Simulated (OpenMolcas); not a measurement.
Tc5+ among 3 point charges of -1 e arranged as a planar triangle (D3h), 1.92 Å from the ion.

| Item | Value |
| --- | --- |
| Program | OpenMolcas |
| Method | CASSCF |
| Basis | ANO-RCC-VDZP [6s5p3d1f] |
| Scalar Hamiltonian | DKH2, point nucleus |
| Active space | 2 electrons in 5 orbitals (4d) |
| State averaging | 2S+1 = 3 even, 10 roots; 2S+1 = 1 even, 15 roots |
| Spin-orbit coupling | RASSI with atomic mean-field integrals over the reference wave functions |

Question: What is the spin-free ground state (labels of D3, the rotations of D3h)?

Answer: 3A2, 1-fold in its orbital part, 95 % from free-ion F terms; it has the highest spin that d2 allows.

Question: Where is the first state of the same spin?

Answer: 3E at 1290 cm-1 above the ground state.

Question: What are the lowest two levels with spin-orbit coupling?

Answer: A 1-fold level A1, then a 2-fold level E 673.6 cm-1 above it. Their leading multiplicities are 3 (99 %) and 3 (99 %).

Question: What is χT at 300 K, and how does it compare with the textbook value?

Answer: The lowest level has 2S+1 = 3, for which the spin-only value is χT = S(S+1) / 2 = 1.000 cm3 K/mol (g = 2). The computed 0.111 at 300 K differs by -0.889, through orbital momentum, spin-orbit coupling and any other state in reach.

Spin-orbit coupling mixes the spin-free states strongly: the lowest level takes only 57 % from its leading state, 3A2. Without dynamic correlation the repulsion within the d shell is too large (B by tens of per cent), so at a given field states of lower spin stand too high. Point charges carry no covalency, so the field is a model and not that of real ligands. An unlabelled pair can be two single states that coincide in this model. No measured value stands beside these numbers.
